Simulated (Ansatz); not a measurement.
Species: Ge2H6, charge 1, doublet. Ge2H6+ (parent SMILES [GeH3][GeH3], doublet).
B3LYP-D3(BJ)/def2-TZVP minimum from Ansatz (a quantum-chemistry and plane-wave program):
```
Ge
H 1 1.5254
H 1 1.5254 2 118.40
H 1 1.5254 2 118.40 3 155.08
Ge 1 2.8627 2 97.33 4 102.46
H 5 1.5254 1 97.33 2 180.00
H 5 1.5254 6 118.40 1 -102.46
H 5 1.5254 6 118.40 7 -155.08
```
Charge +1, spin multiplicity 2.

Total energies in aug-cc-pVDZ, 13 correlated electrons, 28 frozen orbitals. UHF or UKS for unpaired electrons; spin-orbit terms are left out. Correlated methods leave the cores frozen (noble-gas shells, and filled d and f shells in the p block). No relativity. The spin of H6Ge2+ (parent SMILES [GeH3][GeH3], doublet) was assumed, and the state is the lowest solution found for it.

```
method    program  energy (Eh)  minus CCSDT(Q) (mEh)
--------  -------  -----------  --------------------
HF         Ansatz  -4153.84549                243.57
MP2        Ansatz  -4154.03261                 56.46
CCSD       Ansatz  -4154.08257                  6.50
CCSD(T)    Ansatz  -4154.08766                  1.41
CCSDT(Q)   Ansatz  -4154.08907                  0.00
```

Rough core times of Ansatz's runs on a shared machine: CCSD(T) 30 s, CCSDT(Q) 30 min.
